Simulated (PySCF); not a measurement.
Computed IR spectrum (relative IR intensity) of a molecule C2H6F2Si2. Coordinates come from a TPSSh-D3(BJ)/def2-SVP optimisation. One conformer was computed; it need not be the lowest. Method: TPSSh-D3(BJ)/def2-SVP (PySCF 2.14.0). Frequencies are harmonic and unscaled.

| ν (cm⁻¹) | relative intensity |
|---|---|
| 287 | 3.2 |
| 427 | 3.2 |
| 577 | 4.2 |
| 711 | 40 |
| 851 | 7.0 |
| 911 | 100 |
| 951 | 58 |
| 954 | 13 |
| 966 | 23 |
| 975 | 5.7 |
| 989 | 35 |
| 1139 | 45 |
| 1670 | 63 |
| 2248 | 30 |
| 2268 | 47 |
| 2286 | 22 |
| 2290 | 39 |
| 3180 | 2.2 |

**Question.** Which structure fits?
A) F[Si@H]1C[Si@@H](F)C1
B) C=C(F)[SiH2][SiH2]F
C) C=C([SiH2]F)[SiH2]F
D) F/C=C(/[SiH3])[SiH2]F

**Answer.** D, F/C=C(/[SiH3])[SiH2]F
